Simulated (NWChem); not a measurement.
System: SnNH3O, singlet; SMILES [NH2][Sn][OH]

The following NWChem deck was run.

```
start job
memory heap 200 mb stack 900 mb global 1100 mb
geometry units angstroms noautoz
  Sn    -0.377638     0.022619     0.000000
  O      0.942646     1.529759     0.000000
  H      1.870809     1.268166     0.000000
  N      1.006076    -1.475020     0.000000
  H      2.016156    -1.361649     0.000000
  H      0.760739    -2.460560     0.000000
end
basis spherical
  Sn library def2-svp
  O library def2-svp
  H library def2-svp
  N library def2-svp
end
ecp
  Sn library def2-ecp
end
dft
  xc mn15
  grid fine
  iterations 150
  mulliken
end
task dft gradient
```

Excerpt of the output:

```
             Northwest Computational Chemistry Package (NWChem) 7.3.0
             --------------------------------------------------------

 CS  symmetry detected

                             Geometry "geometry" -> ""
                             -------------------------

 Output coordinates in angstroms (scale by  1.889725989 to convert to a.u.)

  No.       Tag          Charge          X              Y              Z
 ---- ---------------- ---------- -------------- -------------- --------------
    1 Sn                  50.0000    -0.38218207     0.02633096     0.00000000
    2 O                    8.0000     0.98056743     1.49518583     0.00000000
    3 H                    1.0000     1.90088853     1.20721616     0.00000000
    4 N                    7.0000     0.95823660    -1.51017963     0.00000000
    5 H                    1.0000     1.97114015    -1.42567529     0.00000000
    6 H                    1.0000     0.68487918    -2.48831820     0.00000000

 Effective nuclear repulsion energy (a.u.)     251.9408288447

      Symmetry information
      --------------------

 Group name             Cs
 Group number              2
 Group order               2
 No. of unique centers     6

                                 NWChem DFT Module
                                 -----------------

 Summary of "ao basis" -> "ao basis" (spherical)
 ------------------------------------------------------------------------------
       Tag                 Description            Shells   Functions and Types
 ---------------- ------------------------------  ------  ---------------------
 Sn                         def2-svp                10       26   4s4p2d
 O                          def2-svp                 6       14   3s2p1d
 H                          def2-svp                 3        5   2s1p
 N                          def2-svp                 6       14   3s2p1d

      Symmetry analysis of basis
      --------------------------

        a'         50
        a"         19

            General Information
            -------------------
          SCF calculation type: DFT
          Wavefunction type:  closed shell.
          No. of atoms     :     6
          No. of electrons :    40
           Alpha electrons :    20
            Beta electrons :    20
          Charge           :     0
          Spin multiplicity:     1
          Use of symmetry is: on ; symmetry adaption is: on
          Maximum number of iterations: 150
          AO basis - number of functions:    69
                     number of shells:    31
          Convergence on energy requested:  1.00D-06
          Convergence on density requested:  1.00D-05
          Convergence on gradient requested:  5.00D-04

              XC Information
              --------------
                         MN15 Method XC Functional
                     Hartree-Fock (Exact) Exchange  0.440
                          MN15 Exchange Functional  1.000
                        MN15 Correlation Potential  1.000

             Grid Information
             ----------------
          Grid used for XC integration:  fine
          Radial quadrature: Mura-Knowles
          Angular quadrature: Lebedev.
          Tag              B.-S. Rad. Rad. Pts. Rad. Cut. Ang. Pts.
          ---              ---------- --------- --------- ---------
          Sn                  1.45      141          10.0       974
          O                   0.60       70          11.0       590
          H                   0.35       60          11.0       590
          N                   0.65       70           9.0       590
          Grid pruning is: on
          Number of quadrature shells:   461
          Spatial weights used:  Erf1

      Superposition of Atomic Density Guess
      -------------------------------------

 Sum of atomic energies:        -379.52891549

      Non-variational initial energy
      ------------------------------

 Total energy =    -344.273156
 1-e energy   =    -803.571989
 2-e energy   =     333.931814
 HOMO         =      -0.295041
 LUMO         =      -0.031279

      Symmetry analysis of molecular orbitals - initial
      -------------------------------------------------

  Numbering of irreducible representations:

     1 a'          2 a"

  Orbital symmetries:

     1 a'          2 a'          3 a'          4 a'          5 a'
     6 a"          7 a'          8 a'          9 a'         10 a"
    11 a"         12 a'         13 a'         14 a'         15 a'
    16 a'         17 a"         18 a'         19 a"         20 a'
    21 a"         22 a'         23 a'         24 a'         25 a'
    26 a'         27 a'         28 a"         29 a'         30 a'

     ---------------------------------------------
      Total Density - Mulliken Population Analysis
     ---------------------------------------------

    Atom       Charge   Shell Charges
 -----------   ------   -------------------------------------------------------
    1 Sn  22    20.84   1.60  0.43  1.16  0.69  3.27  2.72  0.56  0.30  9.78  0.32
    2 O    8     8.99   1.99  1.12  0.68  3.12  2.08  0.00
    3 H    1     0.67   0.53  0.08  0.06
    4 N    7     7.96   1.99  1.04  0.50  2.59  1.83  0.01
    5 H    1     0.77   0.59  0.14  0.04
    6 H    1     0.77   0.59  0.13  0.05

   convergence    iter        energy       DeltaE   RMS-Dens  Diis-err
 ---------------- ----- ----------------- --------- --------- ---------
 d= 0,ls=0.0,diis     1   -345.2726636553 -4.71D+02  2.06D-02  1.06D+00
 d= 0,ls=0.0,diis     2   -345.1398917591  1.33D-01  1.22D-02  2.30D+00
 d= 0,ls=0.0,diis     3   -345.3800785417 -2.40D-01  2.55D-03  6.47D-02
 d= 0,ls=0.0,diis     4   -345.3844683660 -4.39D-03  1.18D-03  1.64D-02
 d= 0,ls=0.0,diis     5   -345.3861777712 -1.71D-03  3.13D-04  1.17D-03
  Resetting Diis
 d= 0,ls=0.0,diis     6   -345.3863083621 -1.31D-04  6.46D-05  1.02D-05
 d= 0,ls=0.0,diis     7   -345.3863097973 -1.44D-06  1.77D-05  4.32D-07
 d= 0,ls=0.0,diis     8   -345.3863098711 -7.38D-08  7.12D-06  3.37D-07

         Total DFT energy =     -345.386309871056
      One electron energy =     -806.308135842020
           Coulomb energy =      369.591944164561
    Exchange-Corr. energy =      -34.037136025254
 Nuclear repulsion energy =      125.367017831657

 Numeric. integr. density =       39.999999837024

                  Occupations of the irreducible representations
                  ----------------------------------------------

                     irrep           alpha         beta
                     --------     --------     --------
                     a'               15.0         15.0
                     a"                5.0          5.0

                       DFT Final Molecular Orbital Analysis
                       ------------------------------------

 Vector   18  Occ=2.000000D+00  E=-3.352642D-01  Symmetry=a"
              MO Center=  8.5D-01,  1.1D+00,  5.0D-16, r^2= 1.8D+00
   Bfn.  Coefficient  Atom+Function         Bfn.  Coefficient  Atom+Function
  ----- ------------  ---------------      ----- ------------  ---------------
    32      0.553856  2 O  pz                35      0.414734  2 O  pz
    13      0.174099  1 Sn pz                51     -0.165325  4 N  pz
    16      0.154298  1 Sn pz                54      0.125596  4 N  pz
    20      0.065495  1 Sn d  1              10     -0.062751  1 Sn pz
     7     -0.059766  1 Sn pz                25     -0.051472  1 Sn d  1

 Vector   19  Occ=2.000000D+00  E=-2.882771D-01  Symmetry=a'
              MO Center= -4.8D-01,  5.5D-02, -1.5D-15, r^2= 3.1D+00
   Bfn.  Coefficient  Atom+Function         Bfn.  Coefficient  Atom+Function
  ----- ------------  ---------------      ----- ------------  ---------------
     3      0.524946  1 Sn s                  4      0.347231  1 Sn s
    11     -0.330600  1 Sn px                 2     -0.213701  1 Sn s
    14     -0.213290  1 Sn px                31      0.198715  2 O  py
    48     -0.184981  4 N  s                  1     -0.182612  1 Sn s
    49     -0.166249  4 N  px                30      0.156825  2 O  px

 Vector   20  Occ=2.000000D+00  E=-2.864468D-01  Symmetry=a"
              MO Center=  9.0D-01, -1.0D+00, -1.1D-16, r^2= 2.0D+00
   Bfn.  Coefficient  Atom+Function         Bfn.  Coefficient  Atom+Function
  ----- ------------  ---------------      ----- ------------  ---------------
    51      0.527389  4 N  pz                54     -0.453254  4 N  pz
    32      0.246310  2 O  pz                35      0.198434  2 O  pz
    13     -0.105707  1 Sn pz                16     -0.092690  1 Sn pz
    18     -0.078921  1 Sn d -1              23      0.055748  1 Sn d -1
    10      0.038682  1 Sn pz                 7      0.036567  1 Sn pz

 Vector   21  Occ=0.000000D+00  E=-3.398985D-02  Symmetry=a"
              MO Center= -2.9D-01, -3.2D-02,  8.5D-16, r^2= 3.7D+00
   Bfn.  Coefficient  Atom+Function         Bfn.  Coefficient  Atom+Function
  ----- ------------  ---------------      ----- ------------  ---------------
    16      0.606239  1 Sn pz                13      0.510417  1 Sn pz
    54     -0.254393  4 N  pz                51      0.229806  4 N  pz
    32     -0.195103  2 O  pz                35     -0.189260  2 O  pz
    10     -0.166012  1 Sn pz                 7     -0.156198  1 Sn pz
    20     -0.046572  1 Sn d  1              25      0.044337  1 Sn d  1

 Vector   22  Occ=0.000000D+00  E= 3.359438D-02  Symmetry=a'
              MO Center= -4.9D-01,  4.8D-03, -2.0D-15, r^2= 4.6D+00
   Bfn.  Coefficient  Atom+Function         Bfn.  Coefficient  Atom+Function
  ----- ------------  ---------------      ----- ------------  ---------------
    15      0.867170  1 Sn py                29     -0.457847  2 O  s
    48      0.429535  4 N  s                 12      0.363341  1 Sn py
    14      0.163413  1 Sn px                61     -0.160892  5 H  s
    17      0.140707  1 Sn d -2               3      0.135351  1 Sn s
    28     -0.130918  2 O  s                 42      0.130635  3 H  s

 Vector   23  Occ=0.000000D+00  E= 6.676947D-02  Symmetry=a'
              MO Center=  3.8D-01, -3.2D-01, -3.8D-16, r^2= 5.7D+00
   Bfn.  Coefficient  Atom+Function         Bfn.  Coefficient  Atom+Function
  ----- ------------  ---------------      ----- ------------  ---------------
    48      0.945326  4 N  s                 14     -0.846437  1 Sn px
     4     -0.383566  1 Sn s                 66     -0.374724  6 H  s
    29      0.356941  2 O  s                 61     -0.299063  5 H  s
    47      0.211464  4 N  s                 11     -0.207910  1 Sn px
    34     -0.204878  2 O  py                 3     -0.196783  1 Sn s

     ---------------------------------------------
      Total Density - Mulliken Population Analysis
     ---------------------------------------------

    Atom       Charge   Shell Charges
 -----------   ------   -------------------------------------------------------
    1 Sn  22    21.45   1.59  0.43  1.29  0.53  3.26  2.70  0.98  0.48  9.69  0.49
    2 O    8     8.50   1.99  1.04  0.72  2.87  1.87  0.01
    3 H    1     0.83   0.68  0.09  0.07
    4 N    7     7.45   1.98  0.95  0.49  2.44  1.56  0.01
    5 H    1     0.89   0.71  0.14  0.04
    6 H    1     0.88   0.71  0.13  0.04

     -------------------------------------------
      Total Density - Lowdin Population Analysis
     -------------------------------------------

    Atom       Charge   Shell Charges
 -----------   ------   -------------------------------------------------------
    1 Sn  22    21.57   1.18  0.79  0.99  0.72  3.02  2.79  1.11  0.67  9.43  0.87
    2 O    8     8.32   1.97  0.88  0.65  2.72  2.08  0.01
    3 H    1     0.94   0.57  0.20  0.18
    4 N    7     7.27   1.97  0.72  0.47  2.25  1.85  0.02
    5 H    1     0.95   0.60  0.23  0.12
    6 H    1     0.94   0.60  0.22  0.12

     Multipole analysis of the density
     ---------------------------------

     L   x y z        total         alpha         beta         nuclear
     -   - - -        -----         -----         ----         -------
     0   0 0 0      0.000000    -20.000000    -20.000000     40.000000

     1   1 0 0      0.231750     -9.995197     -9.995197     20.222143
     1   0 1 0     -0.913744      0.239744      0.239744     -1.393233
     1   0 0 1     -0.000000     -0.000000     -0.000000      0.000000

     2   2 0 0    -24.213582    -57.282255    -57.282255     90.350929
     2   1 1 0     -1.059439      0.973221      0.973221     -3.005880
     2   1 0 1     -0.000000     -0.000000     -0.000000      0.000000
     2   0 2 0    -28.398297    -91.952011    -91.952011    155.505725
     2   0 1 1     -0.000000     -0.000000     -0.000000      0.000000
     2   0 0 2    -26.720599    -13.360299    -13.360299      0.000000

            General Information
            -------------------
          SCF calculation type: DFT
          Wavefunction type:  closed shell.
          No. of atoms     :     6
          No. of electrons :    40
           Alpha electrons :    20
            Beta electrons :    20
          Charge           :     0
          Spin multiplicity:     1
          Use of symmetry is: on ; symmetry adaption is: on
          Maximum number of iterations: 150
          AO basis - number of functions:    69
                     number of shells:    31
          Convergence on energy requested:  1.00D-06
          Convergence on density requested:  1.00D-05
          Convergence on gradient requested:  5.00D-04

              XC Information
              --------------
                         MN15 Method XC Functional
                     Hartree-Fock (Exact) Exchange  0.440
                          MN15 Exchange Functional  1.000
                        MN15 Correlation Potential  1.000

             Grid Information
             ----------------
          Grid used for XC integration:  fine
          Radial quadrature: Mura-Knowles
          Angular quadrature: Lebedev.
          Tag              B.-S. Rad. Rad. Pts. Rad. Cut. Ang. Pts.
          ---              ---------- --------- --------- ---------
          Sn                  1.45      141          10.0       974
          O                   0.60       70          11.0       590
          H                   0.35       60          11.0       590
          N                   0.65       70           9.0       590
          Grid pruning is: on
          Number of quadrature shells:   461
          Spatial weights used:  Erf1

          Convergence Information
          -----------------------
          Convergence aids based upon iterative change in
          total energy or number of iterations.
          Levelshifting, if invoked, occurs when the
          HOMO/LUMO gap drops below (HL_TOL):  1.00D-02
          DIIS, if invoked, will attempt to extrapolate
          using up to (NFOCK): 10 stored Fock matrices.

                    Damping( 0%)  Levelshifting(0.5)       DIIS
                  --------------- ------------------- ---------------
          dE  on:    start            ASAP                start
          dE off:    2 iters        150 iters           150 iters

                            NWChem DFT Gradient Module
                            --------------------------

  charge          =   0.00
  wavefunction    = closed shell

  Using symmetry

                         DFT ENERGY GRADIENTS

    atom               coordinates                        gradient
                 x          y          z           x          y          z
   1 Sn     -0.722219   0.049758   0.000000   -0.000405  -0.001010   0.000000
   2 O       1.853004   2.825492   0.000000    0.004306   0.002332   0.000000
   3 H       3.592158   2.281308   0.000000   -0.003879   0.000338   0.000000
   4 N       1.810805  -2.853826   0.000000    0.001832  -0.003801   0.000000
   5 H       3.724915  -2.694136   0.000000   -0.002611  -0.000248   0.000000
   6 H       1.294234  -4.702240   0.000000    0.000757   0.002389   0.000000
```

Level: MN15/def2-SVP with def2 effective core potentials on Sn. Low-valent species are run as closed-shell singlets; no triplet was tried in these runs. All runs use the structure optimised with PBE0/def2-SVP. def2 effective core potentials on Sn; no spin-orbit coupling.
